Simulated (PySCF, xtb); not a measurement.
C₃H₈ClNSi, SMILES C/N=C/[Si@@H](C)Cl.

GFN2-xTB (xtb) at its own geometry gives an orbital gap of 3.02 eV and a dipole moment of 1.80 D.

Geometry optimised at PBE0-D3(BJ)/def2-SVP. The structure was generated by enumeration; whether it is a known compound was not checked. Other conformers were not sampled.

Q: What does ωB97X/def2-TZVP in PySCF give? (An estimate is asked for; the answer gives what the named calculation found.)

A: gap 10.91 eV (levels -9.74 and 1.17 eV), dipole 1.76 D.
